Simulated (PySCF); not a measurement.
## C5H8FS: g tensor and hyperfine couplings

Compound: C5H8FS (doublet state).
Structure used (GFN2-xTB), in Å, numbered top down from 1:
```xyz
15
C5H8FS angstrom
C     -2.150    0.508   -0.054
C     -1.061   -0.317    0.499
C     -0.032   -0.921   -0.374
C      1.128    0.055   -0.538
F      0.747    1.183   -1.197
C      2.161    0.243    0.505
S      2.764   -0.576   -0.993
H     -1.844    1.558   -0.150
H     -2.437    0.166   -1.047
H     -3.020    0.490    0.602
H     -0.864   -0.272    1.557
H      0.378   -1.840    0.053
H     -0.437   -1.134   -1.366
H      2.542    1.242    0.667
H      2.121   -0.379    1.388
```

The hyperfine couplings belong to this conformer and change with its torsions.

Identity: `C[CH]C[C@@]1(F)CS1` [radical].

Theory: UKS B3LYP, pcH-1 on C F H S, non-relativistic, mean-field spin-orbit, GIAO in PySCF. The structure is a single GFN2-xTB conformer in the gas phase; no vibrational or solvent corrections. Couplings are sensitive to structure, and on GFN2-xTB geometries they can be far from those on DFT ones. The SCF solution wasn't tested for stability.

| Property | Result |
| --- | --- |
| g1, g2, g3 | 2.00152, 2.00258, 2.00376 |
| g_iso | 2.00262 |
| Form of g | rhombic: the two nearest values differ by 47 % of g3 − g1 |
| ⟨S²⟩ | 0.7539 (exact 0.7500) |
| α and β electrons | 32, 31 |
| Total energy | -693.32632 Eh |

Hyperfine couplings atom by atom, in MHz; T1 to T3 are the principal values of the dipolar part; ρ(0) is the spin density at the nucleus:

```tsv
atom	isotope	a_iso	of which spin–orbit	T1	T2	T3	Mulliken spin population	ρ(0) (bohr⁻³)
C1	13C	-32.5	0.0	-2.6	0.1	2.5	-0.08	-0.0289
C2	13C	106.7	-0.1	-80.1	-79.3	159.4	1.01	0.0950
C3	13C	-29.1	0.0	-1.8	-0.8	2.6	-0.08	-0.0259
C4	13C	117.2	0.0	-5.2	-4.6	9.8	0.04	0.1042
F5	19F	-3.4	0.0	-6.3	-2.0	8.3	0.00	-0.0008
C6	13C	-1.4	0.0	-0.6	-0.3	0.9	0.00	-0.0012
S7	33S	0.5	0.0	-2.9	-2.4	5.3	0.03	0.0013
H8	1H	159.9	0.0	-5.5	-2.7	8.2	0.07	0.0358
H9	1H	26.2	0.0	-4.7	-4.2	8.9	0.01	0.0059
H10	1H	51.7	0.0	-4.7	-4.7	9.4	0.02	0.0116
H11	1H	-58.8	0.0	-37.7	-0.8	38.5	-0.04	-0.0132
H12	1H	50.9	0.0	-5.3	-4.2	9.5	0.02	0.0114
H13	1H	16.6	0.0	-5.0	-4.0	9.1	0.01	0.0037
H14	1H	0.0	0.0	-1.4	-1.0	2.5	0.00	0.0000
H15	1H	0.3	0.0	-2.1	-1.6	3.7	0.00	0.0001
```

Largest spin populations (Mulliken): C2 (+1.01), C1 (-0.08), C3 (-0.08) and H8 (+0.07). No atom but C2 exceeds +0.15. The angles at C2 add up to 358.2°, so it is nearly planar; its axial dipolar tensor and the negative coupling of its proton fit spin in a p orbital normal to that plane.

Under fast tumbling the dipolar parts average out, and these isotropic splittings remain: 3 × 1H (H8/H9/H10, I = 1/2, 4 lines) with 2.83 mT, 1 × 1H (H11, I = 1/2, 2 lines) with 2.10 mT, 1 × 1H (H12, I = 1/2, 2 lines) with 1.81 mT, 1 × 1H (H13, I = 1/2, 2 lines) with 0.59 mT and 1 × 19F (F5, I = 1/2, 2 lines) with 0.12 mT.

Means are taken over nuclei equivalent by connectivity, which assumes that they swap fast. The three 1H nuclei of mean +79.2 MHz run from 26.2 to 159.9 MHz in the frozen geometry.

The 13C coupling of C4 (117.2 MHz) shows only in satellite lines or after enrichment, since that isotope makes up about 1.07 % of natural carbon.
